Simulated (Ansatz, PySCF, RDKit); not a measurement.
Pair of molecules: C2H2 (SMILES C#C) (first 4 atoms) with C2H6O (SMILES COC); geometry from B3LYP-D3(BJ)/def2-TZVP, rigid monomers moved along the line of their centres of mass till H4···O6 is 3.82 Å.
(charge 0, multiplicity 1):
```xyz
13

C      0.53635     0.04169    -0.21938
C      0.05304     0.00578     0.87661
H      0.96403     0.07327    -1.19150
H     -0.37419    -0.02477     1.85747
C     -0.75201     1.43587     6.03310
O     -1.02929     0.11319     5.61741
C     -0.17135    -0.83678     6.21794
H      0.27168     1.72969     5.76996
H     -0.88166     1.54453     7.11665
H     -1.45445     2.09139     5.52133
H      0.87796    -0.64296     5.96315
H     -0.45572    -1.81686     5.83897
H     -0.27560    -0.82843     7.30961
```

Monomers are frozen at their geometry in the pair; levels with a basis set take the counterpoise correction. Rows marked so take none. RDKit's UFF carries no charges.

Correlated levels freeze the cores. Rows in 3-21G, 6-311+G**, 6-31G* carry no dispersion term and start afresh at each structure (6-31G* with six Cartesian d functions).

Codes used: Ansatz (a first-principles code); PySCF for 3-21G rows, 6-311+G** rows, 6-31G* rows, the dispersion terms; RDKit for the force fields. Values without a source in brackets are computed.

```
level                              interaction energy (meV)
---------------------------------  ------------------------
UFF                                                   -11.5
B3LYP/3-21G (no counterpoise)                         -28.2
B3LYP/6-31G*                                          -21.8
B3LYP/6-31G* (no counterpoise)                        -30.5
B3LYP/6-311+G** (no counterpoise)                     -28.1
B3LYP/def2-TZVPPD                                     -21.9
PBE0-D4/def2-TZVPPD                                   -34.5
wB97M-V/def2-TZVPPD                                   -33.0
CCSD(T)/aug-cc-pVDZ                                       …
```

### Question
Some entries are withheld; supply them.

### Answer

- CCSD(T)/aug-cc-pVDZ, interaction energy (meV): -32.2
